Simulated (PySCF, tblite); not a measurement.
Isomers of C4H8N2Si, one GFN2-xTB conformer each. Single-point energies are computed at PBE0/pcSseg-1 (PySCF, gas phase, no added dispersion term), electronic only.

Question: Rank them by PBE0/pcSseg-1 energy, lowest first (kcal/mol).
A. `[CH:1]#[C:2][C@@H:3]1[CH2:4][NH:5][SiH2:6][NH:7]1` with C2–C3–C4–N5 -85°, C3–C4–N5–Si6 -28°, C4–N5–Si6–N7 9°, N5–Si6–N7–C3 14°
B. `Cc1ccnn1[SiH3]`

Answer: B (0.0), A (27.1).

As drawn, the lower has an aromatic ring and an N–N linkage, which the higher lacks; the higher has a C≡C bond and an N–H bond, which the lower lacks. GFN2-xTB itself gives, in the same order: 0.0, 32.4. Both levels put the same isomer lowest.

Q: Which frontier levels, dipoles and rotational constants go with these structures?

A: 
```json
{"SMILES": "Cc1ccnn1[SiH3]", "HOMO (eV, PBE0/pcSseg-1)": "-6.86", "LUMO (eV)": "0.34", "dipole (D)": "2.41", "A, B, C (MHz)": "3471, 2150, 1359"}
{"SMILES": "C#C[C@@H]1CN[SiH2]N1", "HOMO (eV, PBE0/pcSseg-1)": "-6.64", "LUMO (eV)": "0.60", "dipole (D)": "0.55", "A, B, C (MHz)": "3883, 1772, 1587"}
```

Q: What happens when harmonic zero-point energies from GFN2-xTB frequencies are added?

A: 
| SMILES | ZPE (kcal/mol) | electronic (kcal/mol) | with ZPE (kcal/mol) |
| --- | --- | --- | --- |
| Cc1ccnn1[SiH3] | 69.2 | 0.0 | 0.0 |
| C#C[C@@H]1CN[SiH2]N1 | 70.2 | 27.1 | 28.1 |

The zero-point energies span 1.0 kcal/mol. The order is unchanged.
